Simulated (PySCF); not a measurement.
Which level of theory gave which numbers?

Species: CH5BFOP.
SMILES: `COB(F)P`

The closed-shell ground state was solved 7 times with PySCF (density fitting, gas phase), always with PBE0, in these basis sets: 6-311+G(2d,p), 6-31G, 6-31G*, STO-3G, aug-cc-pVDZ, cc-pVDZ and pcSseg-2. The structure is a single PBE0-D3(BJ)/def2-SVP conformer in the gas phase; no vibrational or solvent corrections.

```tsv
row	total energy (Eh)	HOMO (eV)	LUMO (eV)	dipole (D)
P	-582.1027	-7.35	0.46	2.04
Q	-581.9661	-7.26	0.42	2.60
R	-575.0059	-4.03	4.48	1.83
S	-582.0638	-7.31	0.62	2.22
T	-582.1208	-7.51	-0.22	1.87
U	-582.2113	-7.51	0.09	1.92
V	-582.1809	-7.53	-0.06	1.86
```

Task: Which basis belongs to which row?

Result: P = cc-pVDZ, Q = 6-31G, R = STO-3G, S = 6-31G*, T = aug-cc-pVDZ, U = pcSseg-2, V = 6-311+G(2d,p). From the lowest total energy up: pcSseg-2 (257 functions) 0 eV; 6-311+G(2d,p) (173 functions) +0.83 eV; aug-cc-pVDZ (164 functions) +2.46 eV; cc-pVDZ (99 functions) +2.95 eV; 6-31G* (84 functions) +4.01 eV; 6-31G (59 functions) +6.67 eV; STO-3G (34 functions) +196.07 eV.

The values belong to the conformer `[CH3:1][O:2][B:3]([F:4])[PH2:5]`: C1–O2–B3–F4 -1°, H–P5–B3–O2 -40°, H–P5–B3–O2 -136°.
